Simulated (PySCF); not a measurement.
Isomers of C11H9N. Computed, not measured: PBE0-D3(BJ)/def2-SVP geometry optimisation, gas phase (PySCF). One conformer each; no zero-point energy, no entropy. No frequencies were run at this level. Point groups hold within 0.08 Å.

Question: Rank from lowest to highest electronic energy at this level (kcal/mol).
A. `[CH2:1]=[CH:2][c:3]1[cH:4][cH:5][c:6]2[cH:7][cH:8][n:9][cH:10][c:11]2[cH:12]1` with C1–C2–C3–C4 -1°
B. `[cH:1]1[cH:2][cH:3][c:4](-[c:5]2[cH:6][cH:7][n:8][cH:9][cH:10]2)[cH:11][cH:12]1` with C3–C4–C5–C6 -144°
C. `[cH:1]1[cH:2][cH:3][c:4](-[c:5]2[cH:6][cH:7][cH:8][n:9][cH:10]2)[cH:11][cH:12]1` with C3–C4–C5–C6 -142°

Answer: B (0.0), C (0.3), A (9.3).

As drawn, the highest has a C=C bond outside aromatic rings, which the lowest lacks. Neighbours under 2.5 kcal/mol apart (c1ccc(-c2ccncc2)cc1 and c1ccc(-c2cccnc2)cc1) can change places with a better method, another conformer or zero-point energy.

```json
{"SMILES": "c1ccc(-c2ccncc2)cc1", "E (Eh)": "-478.45629", "E rel (kcal/mol)": "0.0", "dipole (D)": "2.69", "point group": "C2", "A, B, C (MHz)": "2948, 546.0, 474.9"}
{"SMILES": "c1ccc(-c2cccnc2)cc1", "E (Eh)": "-478.45584", "E rel (kcal/mol)": "0.3", "dipole (D)": "2.26", "point group": "C1", "A, B, C (MHz)": "2907, 551.5, 480.1"}
{"SMILES": "C=Cc1ccc2ccncc2c1", "E (Eh)": "-478.44148", "E rel (kcal/mol)": "9.3", "dipole (D)": "2.47", "point group": "–", "A, B, C (MHz)": "2845, 585.6, 485.6"}
```

Question: As an exercise, what shares would exp(−E/RT) give at 298.15 K from these electronic energies alone (no entropy, no degeneracies)?

Answer: RT = 0.592 kcal/mol: c1ccc(-c2ccncc2)cc1 61.7 %, c1ccc(-c2cccnc2)cc1 38.3 %, C=Cc1ccc2ccncc2c1 under 0.1 %.
